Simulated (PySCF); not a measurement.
C₄H₁₄OSi₂, triplet, at the geometry of the source list (a higher spin typed on purpose: for a closed-shell molecule this is an excited state); DF-SVWN5/def2-SV(P) (PySCF).

Input for PySCF:
```python
from pyscf import gto, scf, dft

mol = gto.Mole()
mol.atom = '''
    C     2.13880000    1.46220000    0.17930000
    Si    1.57910000   -0.27440000    0.70930000
    C     2.23490000   -1.57560000   -0.50940000
    O    -0.04460000   -0.33670000    0.74100000
    Si   -1.64560000   -0.09750000    0.59540000
    C    -1.97350000    1.68780000    0.03410000
    C    -2.35230000   -1.32390000   -0.67140000
    H     1.82950000    1.68750000   -0.83960000
    H     1.71240000    2.22530000    0.82620000
    H     3.22120000    1.56050000    0.22250000
    H     1.97970000   -0.57490000    2.08930000
    H     1.83420000   -2.56060000   -0.29000000
    H     3.31610000   -1.64040000   -0.45110000
    H     1.97630000   -1.33760000   -1.53730000
    H    -2.17270000   -0.34700000    1.94270000
    H    -1.57060000    1.87410000   -0.95960000
    H    -3.03900000    1.90400000    0.00150000
    H    -1.51280000    2.40230000    0.71230000
    H    -2.07800000   -2.34590000   -0.42810000
    H    -1.99760000   -1.11950000   -1.67760000
    H    -3.43550000   -1.26990000   -0.68950000
'''
mol.basis = 'def2-sv(p)'
mol.spin = 2
mol.verbose = 4
mol.build()

mf = dft.UKS(mol)
mf.xc = 'lda,vwn'
mf.DIIS = scf.EDIIS
mf = mf.density_fit(auxbasis='def2-universal-jkfit')
mf.kernel()
mf.analyze()
```

### Question
Write the output that PySCF gives for this input, abridged.

### Answer

```
PySCF version 2.14.0

[INPUT] verbose = 4
[INPUT] num. atoms = 21
[INPUT] num. electrons = 74
[INPUT] charge = 0
[INPUT] spin (= nelec alpha-beta = 2S) = 2
[INPUT] symmetry False subgroup None
[INPUT] Mole.unit = angstrom
[INPUT] Symbol           X                Y                Z      unit          X                Y                Z       unit  Magmom
[...]
nuclear repulsion = 472.950485184955
number of shells = 74
number of NR pGTOs = 248
number of NR cGTOs = 134
basis = def2-sv(p)
ecp = {}

******** <class 'pyscf.df.df_jk.DFUKS'> ********
method = DFUKS
initial guess = minao
damping factor = 0
level_shift factor = 0
DIIS = <class 'pyscf.scf.diis.EDIIS'>
diis_start_cycle = 1
diis_space = 8
diis_damp = 0
SCF conv_tol = 1e-09
SCF conv_tol_grad = None
SCF max_cycles = 50
direct_scf = False
number electrons alpha = 38  beta = 36
XC library pyscf.dft.libxc version 7.1.2
    S. Lehtola, C. Steigemann, M. J. T. Oliveira, and M. A. L. Marques,  SoftwareX 7, 1–5 (2018)
XC functionals = lda,vwn
    P. A. M. Dirac,  Math. Proc. Cambridge Philos. Soc. 26, 376 (1930)
    F. Bloch,  Z. Phys. 57, 545 (1929)
    S. H. Vosko, L. Wilk, and M. Nusair,  Can. J. Phys. 58, 1200 (1980)
radial grids:
    Treutler-Ahlrichs [JCP 102, 346 (1995); DOI:10.1063/1.469408] (M4) radial grids

becke partition: Becke, JCP 88, 2547 (1988); DOI:10.1063/1.454033
pruning grids: <function nwchem_prune>
grids dens level: 3
symmetrized grids: False
atomic radii adjust function: <function treutler_atomic_radii_adjust>
small_rho_cutoff = 0
Set gradient conv threshold to 3.16228e-05
tot grids = 246232
init E= -810.451600199828

cycle= 1 E= -809.827082834417  delta_E= 0.625  |g|= 0.794  |ddm|= 3.68

cycle= 2 E= -808.426274762998  delta_E=  1.4  |g|= 1.85  |ddm|= 11.6

cycle= 3 E= -809.642204099791  delta_E= -1.22  |g|= 1.05  |ddm|= 11.6

cycle= 4 E= -809.789678453605  delta_E= -0.147  |g|= 0.812  |ddm|=  1.5

cycle= 5 E= -809.78967846193  delta_E= -8.32e-09  |g|= 0.812  |ddm|= 3.37e-08

cycle= 6 E= -809.789678450464  delta_E= 1.15e-08  |g|= 0.812  |ddm|= 4.64e-08

cycle= 7 E= -809.789678452691  delta_E= -2.23e-09  |g|= 0.812  |ddm|= 9.03e-09

cycle= 8 E= -809.78967845734  delta_E= -4.65e-09  |g|= 0.812  |ddm|= 1.88e-08

cycle= 9 E= -809.789678453079  delta_E= 4.26e-09  |g|= 0.812  |ddm|= 1.73e-08

cycle= 10 E= -809.789678453599  delta_E= -5.2e-10  |g|= 0.812  |ddm|= 2.13e-09

cycle= 11 E= -807.303762994138  delta_E= 2.49  |g|= 2.28  |ddm|= 12.8

cycle= 12 E= -808.930662464045  delta_E= -1.63  |g|=  1.6  |ddm|=   13

cycle= 13 E= -809.230672630867  delta_E= -0.3  |g|= 1.21  |ddm|= 4.16

cycle= 14 E= -809.659868837891  delta_E= -0.429  |g|= 0.924  |ddm|= 2.24

cycle= 15 E= -809.659868836815  delta_E= 1.08e-09  |g|= 0.924  |ddm|= 1.18e-08

cycle= 16 E= -809.659868838666  delta_E= -1.85e-09  |g|= 0.924  |ddm|= 8.08e-09

cycle= 17 E= -809.659868801018  delta_E= 3.76e-08  |g|= 0.924  |ddm|= 1.88e-06

cycle= 18 E= -809.659868834183  delta_E= -3.32e-08  |g|= 0.924  |ddm|= 1.88e-06

cycle= 19 E= -809.659868837878  delta_E= -3.69e-09  |g|= 0.924  |ddm|= 1.46e-08
cycle= 20 E= -802.452929022694  delta_E= 7.21  |g|= 2.92  |ddm|= 18.9

cycle= 21 E= -806.234605897287  delta_E= -3.78  |g|= 2.72  |ddm|= 19.3

cycle= 22 E= -808.412656617462  delta_E= -2.18  |g|= 1.71  |ddm|=    5

cycle= 23 E= -808.412656610521  delta_E= 6.94e-09  |g|= 1.71  |ddm|= 4.15e-08

cycle= 24 E= -808.41265661249  delta_E= -1.97e-09  |g|= 1.71  |ddm|= 1.18e-08

cycle= 25 E= -808.41265661751  delta_E= -5.02e-09  |g|= 1.71  |ddm|= 2.99e-08

cycle= 26 E= -808.412656634402  delta_E= -1.69e-08  |g|= 1.71  |ddm|= 1.01e-07

cycle= 27 E= -808.412656617514  delta_E= 1.69e-08  |g|= 1.71  |ddm|= 1.01e-07

cycle= 28 E= -808.412656617541  delta_E= -2.66e-11  |g|= 1.71  |ddm|= 1.82e-10

cycle= 29 E= -793.669408582236  delta_E= 14.7  |g|= 3.49  |ddm|= 21.5

cycle= 30 E= -786.613150600619  delta_E= 7.06  |g|= 5.12  |ddm|= 23.2
cycle= 31 E= -794.86344608481  delta_E= -8.25  |g|= 3.96  |ddm|= 13.6

[...]
SCF not converged.
Total Energy =                        -675.248341887711376
[...]
spin_pop of  5 C 3dxy      0.00079
spin_pop of  5 C 3dyz      0.00108
spin_pop of  5 C 3dz^2     0.00104
spin_pop of  5 C 3dxz      0.01697
spin_pop of  5 C 3dx2-y2    0.01038
spin_pop of  6 C 1s        0.00000
spin_pop of  6 C 2s        0.00160
spin_pop of  6 C 3s        0.01992
spin_pop of  6 C 2px       0.00249
spin_pop of  6 C 2py       0.00108
spin_pop of  6 C 2pz       0.00789
spin_pop of  6 C 3px       0.04184
spin_pop of  6 C 3py      -0.00091
spin_pop of  6 C 3pz       0.10501
spin_pop of  6 C 3dxy      0.02593
spin_pop of  6 C 3dyz      0.01716
spin_pop of  6 C 3dz^2     0.08364
spin_pop of  6 C 3dxz      0.21126
spin_pop of  6 C 3dx2-y2    0.02480
spin_pop of  7 H 1s        0.00001
spin_pop of  7 H 2s        0.00003
spin_pop of  8 H 1s        0.00000
spin_pop of  8 H 2s        0.00011
spin_pop of  9 H 1s        0.00000
spin_pop of  9 H 2s        0.00000
spin_pop of  10 H 1s        0.00001
spin_pop of  10 H 2s        0.00001
spin_pop of  11 H 1s        0.00094
spin_pop of  11 H 2s        0.00017
spin_pop of  12 H 1s        0.00010
spin_pop of  12 H 2s        0.00001
spin_pop of  13 H 1s        0.00426
spin_pop of  13 H 2s        0.00064
spin_pop of  14 H 1s        0.00066
spin_pop of  14 H 2s        0.00244
spin_pop of  15 H 1s       -0.00065
spin_pop of  15 H 2s        0.01847
spin_pop of  16 H 1s        0.00045
spin_pop of  16 H 2s        0.03792
spin_pop of  17 H 1s        0.23441
spin_pop of  17 H 2s        0.00214
spin_pop of  18 H 1s        0.00088
spin_pop of  18 H 2s        0.00468
spin_pop of  19 H 1s        0.01740
spin_pop of  19 H 2s        0.58344
spin_pop of  20 H 1s        0.00127
spin_pop of  20 H 2s        0.05472
 ** Mulliken Spin Density (per atom)  **
spin density of  0 C =      0.00007
spin density of  1 Si =      0.00204
spin density of  2 C =      0.00414
spin density of  3 O =      0.00598
spin density of  4 Si =      0.27350
spin density of  5 C =      0.20803
spin density of  6 C =      0.54171
spin density of  7 H =      0.00003
spin density of  8 H =      0.00011
spin density of  9 H =      0.00000
spin density of  10 H =      0.00003
spin density of  11 H =      0.00112
spin density of  12 H =      0.00011
spin density of  13 H =      0.00491
spin density of  14 H =      0.00310
spin density of  15 H =      0.01783
spin density of  16 H =      0.03836
spin density of  17 H =      0.23654
spin density of  18 H =      0.00556
spin density of  19 H =      0.60084
spin density of  20 H =      0.05599
 ** Mulliken pop alpha/beta on meta-lowdin orthogonal AOs **
 ** Mulliken pop       alpha | beta **
In total            38.00000 | 36.00000
 ** Mulliken atomic charges   ( Nelec_alpha | Nelec_beta ) **
charge of  0C =      3.99875  (     1.00066      1.00059 )
charge of  1Si =      3.96083  (     5.02061      5.01856 )
charge of  2C =      3.12039  (     1.44188      1.43774 )
charge of  3O =      5.93480  (     1.03559      1.02961 )
charge of  4Si =      0.28298  (     6.99526      6.72176 )
charge of  5C =     -4.55630  (     5.38217      5.17414 )
charge of  6C =    -11.60344  (     9.07257      8.53086 )
charge of  7H =      0.99901  (     0.00051      0.00048 )
charge of  8H =      0.99943  (     0.00034      0.00023 )
charge of  9H =      0.99989  (     0.00006      0.00006 )
charge of  10H =      0.99971  (     0.00016      0.00013 )
charge of  11H =      0.15040  (     0.42536      0.42424 )
charge of  12H =      0.95948  (     0.02031      0.02020 )
charge of  13H =      0.79387  (     0.10552      0.10061 )
charge of  14H =      0.96391  (     0.01960      0.01649 )
charge of  15H =     -1.08239  (     1.05011      1.03228 )
charge of  16H =     -1.17708  (     1.10772      1.06936 )
charge of  17H =      0.21511  (     0.51072      0.27417 )
charge of  18H =     -1.10068  (     1.05312      1.04756 )
charge of  19H =     -2.09979  (     1.85031      1.24948 )
charge of  20H =     -2.75889  (     1.90744      1.85145 )
Dipole moment(X, Y, Z, Debye): 460.87092, 64.19533, 144.34060
```

The run did not converge; its last values are not results.
